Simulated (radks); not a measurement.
All-electron atom: Os3+ in [Xe] 4f14 5d5.

All-electron calculation, scalar-relativistic Kohn-Sham, PBE, spin-polarised, spherical densities, point nucleus; open shells are filled with parallel spins first (spin-orbit coupling, left out, can overturn this in heavy ions). Program: a radial shooting solver on a logarithmic mesh with Libxc functionals.

Energy parts (hartree):
part                       energy
total                 -17251.9983
kinetic                19126.5776
electron-nucleus      -42680.0207
Hartree                 6638.9210
exchange-correlation    -337.4763

Orbitals (lengths in bohr, moments of r in powers of bohr; r(max) is where P^2 peaks):
orbital  occ.  eigenvalue (hartree)   <1/r>   r(max)
1s up       1             -2716.202   90.51  0.01102
1s down     1             -2716.202   90.51  0.01102
2s up       1             -473.9803   21.18  0.06338
2s down     1             -473.9687   21.18  0.06338
2p up       3             -412.8098   19.05  0.05219
2p down     3             -412.8006   19.05  0.05219
3s up       1             -111.1644   7.849   0.1787
3s down     1             -111.1607   7.849   0.1787
3p up       3             -93.20721   7.212   0.1774
3p down     3             -93.20299   7.212   0.1774
3d up       5             -73.16597   6.804   0.1444
3d down     5             -73.15802   6.804   0.1445
4s up       1             -24.35100   3.346   0.4047
4s down     1             -24.34028   3.346   0.4048
4p up       3             -18.46200   3.033   0.4251
4p down     3             -18.45210   3.032   0.4252
4d up       5             -11.15621   2.706   0.4346
4d down     5             -11.14457   2.707   0.4346
4f up       7              -3.04225   2.237   0.4057
4f down     7              -3.02143   2.247   0.4055
5s up       1              -4.52456   1.332   0.9154
5s down     1              -4.42918   1.346   0.9101
5p up       3              -3.03178   1.130    1.033
5p down     3              -2.90899   1.144    1.024
5d up       5              -1.33982  0.8041    1.326
5d down     0              -1.19451  0.8029    1.312

The highest occupied level is 5d up at -36.458 eV. The density falls to 0.001 e/bohr^3 at r = 3.37 bohr. For comparison, the ionisation energy in NIST's Atomic Spectra Database is 41 eV (theoretical). In exact Kohn-Sham theory the highest level is minus the ionisation energy, but local and semilocal functionals leave it too shallow, through self-interaction and a potential that decays too fast; potentials with the right tail come closer.
